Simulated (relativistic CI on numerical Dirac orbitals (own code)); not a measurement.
Computed by Dirac-Coulomb-Breit CI, separate exchange-only KLI orbitals for each configuration, model QED, unscaled Slater integrals (own radial code, finite nucleus).

Configuration list (outside the closed core 1s2): 2s²2p⁵, 2s2p⁶, 2p⁶3s, 2s²2p⁴3s, 2p⁶3p, 2s²2p⁴3p, 2p⁶3d, 2s²2p⁴3d, 2s2p⁵3s, 2s2p⁵3p, 2s2p⁵3d, 2s²2p⁴4s, 2s²2p⁴4p, 2s²2p⁴4d, 2s²2p⁴4f, 2s²2p³3s², 2s²2p³3s3p, 2s2p⁵4s, 2s²2p⁴5s, 2s2p⁵4p, 2s²2p³3s3d, 2s²2p⁴5p, 2s²2p³3p², 2s²2p⁴5d, 2s²2p⁴5f, 2s²2p⁴5g, 2s2p⁵4d, 2s2p⁵4f, 2s²2p³3p3d, 2s2p⁴3s², 2s²2p³3d², 2s2p⁴3s3p, 2s2p⁴3s3d, 2s2p⁴3p², 2s2p⁵5s, 2s2p⁴3p3d. Levels of other configurations are missing.

At this charge energies of transitions that change n are usually good to better than 1 %, and those within a shell (Δn = 0) to a few per cent.

Outline of the computed level scheme of Ir LXIX. Lowest level of each configuration: 2s²2p⁵ ²P°3/2 at 0.0 eV; 2s2p⁶ ²S1/2 at 2182.2 eV; 2s²2p⁴3s ⁴P5/2 at 9168.8 eV; 2s²2p⁴3p ⁴P°3/2 at 9314.7 eV; 2s²2p⁴3d ⁴D3/2 at 9939.7 eV; 2s2p⁵3s ⁴P°5/2 at 11285.2 eV; 2s2p⁵3p ⁴P3/2 at 11437.8 eV.

Some strong electric-dipole decays among the lowest 45 levels: 2s²2p⁴3d ²P3/2 → 2s²2p⁵ ²P°3/2 (2.4e+15 s⁻¹); 2s²2p⁴3d ²D5/2 → 2s²2p⁵ ²P°3/2 (1.9e+15 s⁻¹); 2s²2p⁴3d ²D5/2 → 2s²2p⁵ ²P°3/2 (1.3e+15 s⁻¹); 2s²2p⁴3d ²P1/2 → 2s²2p⁵ ²P°3/2 (9.1e+14 s⁻¹); 2s2p⁵3p ²D5/2 → 2s²2p⁵ ²P°3/2 (6.3e+14 s⁻¹); 2s²2p⁴3d ⁴P1/2 → 2s²2p⁵ ²P°3/2 (4.3e+14 s⁻¹); 2s²2p⁴3s ²P3/2 → 2s²2p⁵ ²P°3/2 (2.8e+14 s⁻¹); 2s2p⁵3p ⁴P3/2 → 2s²2p⁵ ²P°3/2 (2.3e+14 s⁻¹).

LS names give the leading component of a level, which can be under half, so a name can repeat, a term be missing and a line seem to break the LS rules.
